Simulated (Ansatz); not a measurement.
C4H9Cl3Sn, SMILES `CC(C)[CH2][Sn]([Cl])([Cl])[Cl]`, relaxed with RKS PBE0-D4/def2-TZVP in Ansatz from a PBE-D4/def2-SVP geometry. The force threshold is 0.005 eV/Å; the program also tests the step.

Total charge 0; spin multiplicity 1. Sn takes the def2 core potential.

Start:

```xyz
17

C    -0.204    1.641   -1.404
C    -0.122    0.282   -0.689
C     1.229   -0.400   -0.938
C    -0.399    0.477    0.807
Sn   -0.604   -1.398    1.884
Cl   -1.806   -1.133    3.902
Cl    1.457   -2.416    2.445
Cl   -1.789   -2.957    0.555
H    -0.036    1.520   -2.494
H    -1.195    2.119   -1.262
H     0.569    2.338   -1.020
H    -0.923   -0.372   -1.103
H     2.061    0.205   -0.520
H     1.286   -1.406   -0.471
H     1.415   -0.528   -2.022
H     0.417    1.024    1.324
H    -1.355    1.004    1.007
```

Q: How much energy does the relaxation release, and in how many steps? (Best estimate.)

A: The calculation gave: 0.12 eV, in 12 steps, 2 of them rejected.

Q: Which bonds change most? (An estimate is asked.)

A: The calculation gave: Sn5–Cl7 from 2.366 to 2.314 Å; Sn5–Cl8 from 2.367 to 2.317 Å; Sn5–Cl6 from 2.364 to 2.314 Å; C4–Sn5 from 2.171 to 2.133 Å.

Q: Give the relaxed structure. (An estimate is asked.)

A: Ansatz gave: 
```xyz
17

C    -0.167    1.658   -1.366
C    -0.158    0.292   -0.688
C     1.139   -0.449   -0.973
C    -0.393    0.470    0.807
Sn   -0.555   -1.372    1.870
Cl   -1.910   -1.182    3.736
Cl    1.466   -2.202    2.633
Cl   -1.486   -3.037    0.555
H    -0.038    1.554   -2.446
H    -1.105    2.188   -1.187
H     0.650    2.282   -0.990
H    -0.986   -0.296   -1.100
H     1.994    0.079   -0.540
H     1.134   -1.465   -0.566
H     1.308   -0.535   -2.048
H     0.429    1.012    1.284
H    -1.321    1.005    1.021
```
